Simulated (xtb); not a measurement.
Al(H)(OH)(SiH3) (AlH5OSi), SMILES [OH][AlH][SiH3]. All values are semi-empirical tight-binding results from xtb (GFN2-xTB unless named), good for trends rather than for accurate numbers. The structure is a stationary point at GFN2-xTB. Other conformers were not sampled.

A frequency run showed that this geometry is not a minimum.

For metal compounds this method's bond lengths and energies can be far off.

Problem. Estimate the properties. (An estimate is asked for; the answer gives what the named calculation found.)

Solution. 
The orbital gap is 3.81 eV.
